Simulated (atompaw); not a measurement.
How hard is this Sm PAW (atompaw) potential?

atompaw 4.2.0.5 input, output lines left out:

```
Sm 62
LDA-PW scalarrelativistic loggrid 2001 logderivrange -6 5 276
6 6 5 4 0 0
6 0 1
6 1 0
5 2 0
4 3 6
0 0 0
c
c
c
c
v
v
c
c
c
v
v
c
c
v
v
3
3.00 2.60 2.95 2.30
n
n
y
1.65
n
y
-0.3
n
custom polynom2 7 10 vanderbiltortho besselshape
bessel
1.75
2.25
2.35
3.00
3.00
3.00
1.60
1.60
```

The pseudo-atom Hamiltonian at the reference potential is diagonalised in spherical Bessel functions j_l(qr) that vanish at 20 bohr, with q² up to the cutoff. All-electron valence levels (Ry): 5s -3.6480, 6s -0.6377, 5p -2.1712, 6p -0.4004, 5d -0.5466, 4f -0.6499.

Problem. How do the lowest levels (Ry) of each channel move with the cutoff, and are there ghosts?

Solution.

```csv
cutoff (Ry),s #1,s #2,s #3,p #1,p #2,d #1,d #2,f #1,Σ f·Δε (mRy)
8,-3.6408,-0.6363,-0.1986,-2.1571,-0.3990,-0.5308,-0.1472,-0.0807,3512.7
18,-3.6479,-0.6377,-0.1989,-2.1698,-0.4003,-0.5449,-0.1502,-0.4752,1054.0
35,-3.6480,-0.6377,-0.1989,-2.1711,-0.4004,-0.5464,-0.1505,-0.6326,101.4
55,-3.6480,-0.6377,-0.1989,-2.1712,-0.4004,-0.5465,-0.1505,-0.6379,69.3
90,-3.6480,-0.6377,-0.1989,-2.1712,-0.4004,-0.5465,-0.1505,-0.6409,51.5
140,-3.6480,-0.6377,-0.1989,-2.1712,-0.4004,-0.5465,-0.1505,-0.6423,42.7
230,-3.6480,-0.6377,-0.1989,-2.1712,-0.4004,-0.5466,-0.1505,-0.6479,9.5
400,-3.6480,-0.6377,-0.1989,-2.1712,-0.4004,-0.5466,-0.1505,-0.6495,0.0
```

Result: no extra level below or beside the all-electron valence levels (s, p, d, f tested); 10 mRy is reached at 230 Ry and 1 mRy at over 300 Ry.
